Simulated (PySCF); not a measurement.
AlClH₄O₃Si, SMILES [OH][Al]([OH])[O][SiH2]Cl. Atoms are numbered in the order given.

```xyz
10

Si     1.6535     0.1932    -0.6486
Cl     1.9413    -0.0751     1.4035
O      0.0471     0.3489    -0.9200
Al    -1.5039    -0.0445    -0.3250
O     -1.8757    -1.6777    -0.0879
O     -2.6633     1.1544    -0.0272
H      2.2171    -0.9937    -1.3373
H      2.3655     1.4340    -1.0408
H     -2.7199    -1.9921     0.2475
H     -2.5280     2.0987    -0.1428
```

Coordinates come from a B3LYP-D3(BJ)/def2-SVP optimisation. The structure was generated by enumeration; whether it is a known compound was not checked. The values are those of a single conformer.

The numbers are results of TDDFT-B3LYP/def2-SVPD (PySCF), not measurements.

Vertical excitations. The molecule is in vacuum.

Computed lowest excited states:
```
state  energy (eV)  λ (nm)      f                                                            main pairs
-----  -----------  ------  -----  --------------------------------------------------------------------
S1            6.53     190  0.005                                                        HOMO→LUMO 95 %
S2            6.69     185  0.000                                                      HOMO−2→LUMO 95 %
S3            6.95     178  0.004                  HOMO−1→LUMO 71 %, HOMO−3→LUMO 12 %, HOMO−4→LUMO 12 %
S4            7.10     175  0.044                                    HOMO−3→LUMO 81 %, HOMO−1→LUMO 13 %
S5            7.28     170  0.075                                                      HOMO−4→LUMO 82 %
S6            7.44     167  0.003                                    HOMO→LUMO+1 77 %, HOMO−5→LUMO 20 %
S7            7.45     166  0.054                                    HOMO−5→LUMO 71 %, HOMO→LUMO+1 19 %
S8            7.56     164  0.057                                                      HOMO−6→LUMO 81 %
S9            7.85     158  0.034                                                      HOMO−7→LUMO 75 %
S10           7.87     158  0.004                                                      HOMO→LUMO+2 76 %
T1            6.41     193      0                                      HOMO→LUMO 57 %, HOMO−2→LUMO 30 %
T2            6.43     193      0                                      HOMO−2→LUMO 63 %, HOMO→LUMO 30 %
T3            6.71     185      0                  HOMO−1→LUMO 44 %, HOMO−4→LUMO 32 %, HOMO−3→LUMO 14 %
T4            6.90     180      0  HOMO−1→LUMO 40 %, HOMO−3→LUMO 39 %, HOMO−4→LUMO 7 %, HOMO−7→LUMO 6 %
```
Triplets are in the Tamm–Dancoff approximation, which puts them higher than full response would, so one can lie above its singlet here.
